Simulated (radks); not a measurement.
The numbers below are computed, except where a source is named.
Numerical settings for the zinc ion Zn20+, [Ne]. Code: a radial shooting solver on a logarithmic mesh with Libxc functionals. Model: scalar-relativistic Kohn-Sham, r2SCAN, spin-polarised, spherical densities, finite nucleus; meta-GGA in the generalised Kohn-Sham scheme; Fermi nuclear charge, rms radius 3.9283 fm. The defaults (mesh step 0.008 in ln r, mesh end at 40 bohr or more with all orbitals vanishing there, Anderson mixing 0.5 over 9 steps, residual threshold near 1e-9 with the energy settled to 1e-9 hartree or 1e-11 of itself, here a cap of 57 iterations) give E = -1569.081 hartree and 2p at -1805.3 eV in 12 iterations. Run on one thread of a shared host, so times are rough (Arm Neoverse V2): 0.07 s of CPU time, 0.07 s wall, 12 iterations on 2189 mesh points. Changes against that run (0 stands for a change within the tolerance of the run):

setting                    iterations  converged  E (mhartree)  e(2p) (meV)  CPU (s)
mesh step in ln r 0.08             57         no     -7.17e+05            -     0.12
mesh step in ln r 0.02             11        yes             0            0     0.03
mesh step in ln r 0.003            14        yes             0            0     0.19
mesh end (bohr) 20                 12        yes             0            0     0.07
mesh end (bohr) 2                  12        yes             0            0     0.06
residual threshold 0.01             9        yes             0      +0.0961     0.05
residual threshold 1e-16           57         no             0            0      0.2
mixing 1.5                         13        yes             0            0     0.07
linear mixing, mixing 0.5          26        yes             0      -0.0104     0.13
linear mixing, mixing 0.2          57         no             0       -0.858     0.28
mixing history 20                  12        yes             0            0     0.07
iteration cap 2                     2         no     +3.36e+03    -4.14e+05     0.01

No run marked as converged misses the energy by more than 1 mhartree. A mesh that ends early acts as a hard wall.
